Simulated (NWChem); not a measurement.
C3H4BF2N; SMILES FB(N)C=C=CF

```xyz
11

N      1.4241     1.4062     0.0860
B      0.0443     1.5469    -0.0412
F     -0.4791     2.7751    -0.1722
C     -0.9459     0.3236    -0.0372
C     -0.5667    -0.9126     0.1892
C     -0.1553    -2.1248     0.4712
F      0.2606    -2.9951    -0.4559
H      2.0537     2.1974     0.0853
H      1.8712     0.5040     0.1740
H     -2.0122     0.5135    -0.2296
H     -0.1295    -2.5300     1.4880
```
Atoms are numbered in this order, from 1.

All runs: NWChem. Structure relaxed at the PBE0/def2-SVP level. Hybrids' shares of exact exchange are those that their runs print; pure functionals count as 0. The functionals differ in more than this share.

```
row                                   share of exact exchange  orbital gap (eV)
------------------------------------  -----------------------  ----------------
PBE/def2-SVP                                             0.00              3.83
LDA (Slater exchange, VWN5)/def2-SVP                     0.00              3.75
TPSSh/def2-SVP                                           0.10          withheld
B3LYP/def2-SVP                                           0.20              5.66
PBE0/def2-SVP                                            0.25              6.09
```

Task: Fit a straight line of the last column on the one before it, predict the withheld value, and compare with the run.

Result: 
1. Means of the 4 shown rows: x = 0.113, y = 4.832. Slope Σ(x − x̄)(y − ȳ)/Σ(x − x̄)² = 0.4799/0.05188 = 9.251; intercept 3.792.
2. The shown rows scatter about the line by 0.031 (root mean square); the largest residual is -0.04, at LDA (Slater exchange, VWN5)/def2-SVP.
3. At x = 0.10 (TPSSh/def2-SVP; inside the shown range) the line gives 4.72.
4. The run gives 4.93, +0.21 from the line, 6.9 times the scatter.
